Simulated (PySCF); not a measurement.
(E)-3-chloropent-3-en-1-yne (C5H5Cl), SMILES C#C/C(Cl)=C\C. Geometry: PBE-D3(BJ)/def2-SVP.

**Question.** Give the equilibrium geometry at PBE-D3(BJ)/def2-SVP (PySCF confirms it by a frequency run) as bond lengths and angles, and its point group. (Estimate from the structure and the level; the computed values follow.)

**Answer.** point group Cs.
Atoms: C1 C2 C3 Cl4 C5 C6 H7 H8 H9 H10 H11. Bonds (Å): C1–C2 1.226, C1–H7 1.081, C2–C3 1.421, C3–Cl4 1.763, C3–C5 1.358, C5–C6 1.493, C5–H8 1.102, C6–H9 1.107, C6–H10 1.112, C6–H11 1.112. Bond angles (°): C2–C1–H7 179.8, C1–C2–C3 179.4, C2–C3–Cl4 114.6, C2–C3–C5 125.6, Cl4–C3–C5 119.9, C3–C5–C6 124.7, C3–C5–H8 116.9, C6–C5–H8 118.4, C5–C6–H9 112.0, C5–C6–H10 110.8, C5–C6–H11 110.8, H9–C6–H10 108.5, H9–C6–H11 108.5, H10–C6–H11 106.2.
